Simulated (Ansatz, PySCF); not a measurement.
Dimer: C2H4 (SMILES C=C) (first 6 atoms) with CH3NO (SMILES NC=O); geometry from B3LYP-D3(BJ)/def2-TZVP.
(charge 0, multiplicity 1):
| atom | x (Å) | y (Å) | z (Å) |
|---|---|---|---|
| C | 0.4519 | 0.4774 | 0.7391 |
| C | -0.4232 | -0.5141 | 0.6331 |
| H | 1.2096 | 0.4683 | 1.5133 |
| H | 0.4487 | 1.3184 | 0.0556 |
| H | -1.1806 | -0.5278 | -0.1418 |
| H | -0.3974 | -1.3525 | 1.3186 |
| N | -0.9590 | 0.4958 | 3.9192 |
| C | -0.0705 | -0.3495 | 4.4909 |
| O | 0.7501 | -1.0084 | 3.8888 |
| H | -0.9634 | 0.6063 | 2.9151 |
| H | -1.6137 | 1.0116 | 4.4796 |
| H | -0.1645 | -0.3847 | 5.5920 |

Basis-set superposition error: the interaction energy with monomers in their own basis, and in the dimer's basis (counterpoise).

The values were computed with Ansatz (Gaussian basis) for Hartree–Fock, density functionals and correlated methods; PySCF for 6-31G* rows. 

```
level               uncorrected (kcal/mol)  counterpoise (kcal/mol)  difference
------------------  ----------------------  -----------------------  ----------
PBE/def2-TZVPPD                      -2.47                    -2.37        0.10
BLYP/def2-TZVPPD                     -0.77                    -0.65        0.11
revPBE/def2-TZVPPD                   -0.57                    -0.45        0.12
B97M-V/def2-TZVPPD                   -3.69                    -3.58        0.10
B3LYP/def2-TZVPPD                    -1.55                    -1.46        0.09
PBE0/def2-TZVPPD                     -2.60                    -2.52        0.08
BHLYP/def2-TZVPPD                    -2.26                    -2.19        0.08
B2PLYP/def2-TZVPPD                   -2.55                    -2.30        0.25
MP2/6-31G*                           -4.78                    -1.93        2.85
CCSD/aug-cc-pVDZ                     -3.80                    -2.52        1.27
```

The error is largest for MP2/6-31G* (2.85 kcal/mol) and smallest for BHLYP/def2-TZVPPD (0.08 kcal/mol).

Ansatz is an electronic-structure program.
